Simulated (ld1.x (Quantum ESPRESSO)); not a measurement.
Before and after: PAW potential for As (Z = 33)

| Property | Result |
| --- | --- |
| Element | As (Z = 33) |
| Generator | ld1.x (Quantum ESPRESSO) 7.5 |
| Type | PAW |
| Functional | PBEsol |
| Relativity | scalar-relativistic |
| Frozen core | [Ar] 3d10 |
| Valence charge | 5 |
| Reference configuration | 4s2 4p3 |
| Partial waves | 4s (bound): rcut 1.45, rcutus 1.90 bohr; 4s channel at 4.15 Ry: rcut 1.45, rcutus 1.90 bohr; 4p (bound): rcut 1.45, rcutus 1.55 bohr; 4p channel at 1.5 Ry: rcut 1.45, rcutus 1.55 bohr; 4d channel at 0.45 Ry: rcut 1.50, rcutus 1.70 bohr |
| Local potential | all-electron potential smoothed inside 1.75 bohr (lloc = -1) |
| Core correction | Bessel-smoothed model core inside 1.35 bohr |
| Augmentation charge | PSQ, inside the norm-conserving radii |

Change: functional LDA (PZ); added wave 4d channel at 1.7 Ry: rcut 1.50, rcutus 1.70 bohr.

Cutoffs: the cutoffs (Ry, on a coarse ladder) from which the occupation-weighted sum of valence levels, in a spherical-Bessel basis at the reference potential, stays within 10 and 1 mRy of its value at 400 Ry; they do not see the model core or the augmentation charge, which bear on the density cutoff. Errors are all-electron minus pseudo energies relative to the spin-unpolarised reference configuration.

Problem. What does the change do?

Solution. The potential gets neither clearly harder nor softer (15 Ry and 25 Ry → 15 Ry and 25 Ry); a bound ghost appears in d, which as a rule spoils a file; the number of tests with a reliable result goes from 7 to 9; the errors of the 7 common tests hardly move; the range in which the d phases agree widens (upper end 1.3 → at the end of the scan).

```tsv
quantity	base	changed
cutoff, loose	15 Ry	15 Ry
cutoff, tight	25 Ry	25 Ry
bound ghosts	none	d
error for 4s2 4p2, meV [ΔE 9.16 → 9.33 eV]	-5.1	-5.5
error for 4s2 4p1, meV [ΔE 27.10 → 27.49 eV]	-37	-39
error for 4s2 4p0, meV [ΔE 54.82 → 55.53 eV]	-145	-148
error for 4s2 4p3.3, meV [ΔE -1.23 → -1.28 eV]	+0.1	+0.1
error for 4s2 4p2.5, meV [ΔE 3.56 → 3.64 eV]	-1.1	-1.2
error for 4s1 4p3, meV [ΔE 19.27 → 19.49 eV]	-23	-23
error for 4s0 4p5, meV [ΔE 19.07 → 19.21 eV]	-31	-27
s: phases at 2.06 bohr within 0.05 rad from the reference energy up to (Ry; the scan ends near 5)	to the end of the scan	to the end of the scan
p: phases at 2.06 bohr within 0.05 rad from the reference energy up to (Ry; the scan ends near 5)	to the end of the scan	to the end of the scan
d: phases at 2.06 bohr within 0.05 rad from the reference energy up to (Ry; the scan ends near 5)	1.3	to the end of the scan
lowest overlap eigenvalue by channel	s 0.62, p 0.64, d 1.00	s 0.61, p 0.64, d 0.90
```

 A true bound ghost makes a file unfit for plane-wave use even where its test errors are small: the radial tests pick states by their node count and pass the ghost by.
